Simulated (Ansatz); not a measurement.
Computed with Ansatz on PBE0-D4/def2-TZVP structures; ΔE is electronic, products minus reactants. CBS: MP2 limit from def2 TZ/QZ plus the TZ coupled-cluster correction, frozen cores. This one scheme is used for every species. Functionals use def2-TZVPP. def2 core potentials past Kr. For I, Zr outer-core shells are correlated without core-valence functions, which leaves a few kJ/mol of doubt a bond. Each species was taken in one conformer, which may not be the lowest.

Consider the ligand exchange at a Zr–I bond: `[NH2][Zr]([NH2])([NH2])[I]` + NH₃ → `[NH2][Zr]([NH2])([NH2])[NH2]` + HI.

CCSD(T)/CBS gives +29.2 kcal/mol.

Q: Another level gave +28.1 kcal/mol. Which?
A. r2SCAN0-D4/def2-TZVPP
B. LDA (SPW92)/def2-TZVPP
C. CCSD/def2-TZVPP
D. BLYP-D4/def2-TZVPP

A: C. CCSD/def2-TZVPP 28.1, r2SCAN0-D4 30.4, LDA (SPW92) 27.1, BLYP-D4 25.9 kcal/mol.

Largest T1 diagnostic among the species: 0.016.

From PBE to PBE0 (25 % exact exchange), in def2-TZVPP and without D4, ΔE moves by +1.7 kcal/mol. Leaving LDA and LC-ωPBE aside and taking each functional with its dispersion term where it has one, the values, not all of them listed here, spread over 5.1 kcal/mol, from BLYP-D4 to PBE-QIDH.
